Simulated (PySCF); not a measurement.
These 3 structures share the formula C4H13GeN. Level of theory: PySCF 2.14.0, PBE0-D3(BJ)/def2-SVP geometry optimisation, gas phase. One conformer each; no zero-point energy, no entropy. No frequencies were run at this level. Point groups hold within 0.08 Å.

Problem. Rank from lowest to highest electronic energy at this level (kJ/mol).
A. `[CH3:1][CH2:2][CH2:3][N:4]([CH3:5])[GeH3:6]` with C1–C2–C3–N4 -59°, C2–C3–N4–C5 -64°
B. GeMe3(NHMe) (`C[NH][Ge]([CH3])([CH3])[CH3]`)
C. GeH2Me(NHiPr) (`[CH3][GeH2][NH]C(C)C`)

Solution. B (0.0), C (38.5), A (93.8).

```json
{"SMILES": "C[NH][Ge]([CH3])([CH3])[CH3]", "E (Eh)": "-2291.10191", "E rel (kJ/mol)": "0.0", "dipole (D)": "0.66", "point group": "–", "A, B, C (MHz)": "2831, 1801, 1783"}
{"SMILES": "[H][Ge]([H])([CH3])[NH]C(C)C", "E (Eh)": "-2291.08723", "E rel (kJ/mol)": "38.5", "dipole (D)": "0.91", "point group": "C1", "A, B, C (MHz)": "4782, 1221, 1130"}
{"SMILES": "CCC[N](C)[GeH3]", "E (Eh)": "-2291.06619", "E rel (kJ/mol)": "93.8", "dipole (D)": "0.56", "point group": "C1", "A, B, C (MHz)": "3287, 1375, 1147"}
```
